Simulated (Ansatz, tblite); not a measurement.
Cost and result up the ladder for GaMe2H (C₂H₇Ga) (10 atoms). Total charge 0; singlet. Geometry: PBE-D4/def2-SVP.

Cartesian coordinates in Å:
```
Ga -0.263 0.333 -0.651
C 0.815 1.378 0.646
H 1.837 0.947 0.716
H 0.373 1.306 1.662
H 0.906 2.447 0.374
C -0.659 -1.573 -0.267
H -1.313 -1.643 0.628
H 0.274 -2.122 -0.020
H -1.163 -2.089 -1.106
H -0.807 1.016 -1.981
```

Ansatz on 4 threads of Arm Neoverse V2 on a shared host; xTB runs through tblite on one thread. Times are rough, summed over both states, and most runs start from the orbitals of an earlier one. PBE0-D4/def2-TZVP serves as the yardstick here, not as an exact answer. The other state is a doublet.

The xTB rows come from tblite.

Run but left out: PBE-D4/def2-TZVP (charge +1 doublet: an occupied level 0.20 eV above an empty one).

Raw xTB energies of ions are shifted by several eV.

```csv
level,functions,vertical IE (eV),difference from PBE0-D4/def2-TZVP (eV)
GFN1-xTB,31,14.07,4.34
GFN2-xTB,24,13.55,3.82
PBE0-D4/def2-TZVP (with forces),152,9.73,0.00
r2SCAN-D4/def2-TZVP,152,9.60,-0.13
```

Task: Estimate how long each takes.

Result: GFN2-xTB 0.005 s; GFN1-xTB 0.007 s; PBE0-D4/def2-TZVP (with forces) 4.8 s; r2SCAN-D4/def2-TZVP 10 s. On shared hardware such times vary by a factor of up to 3.
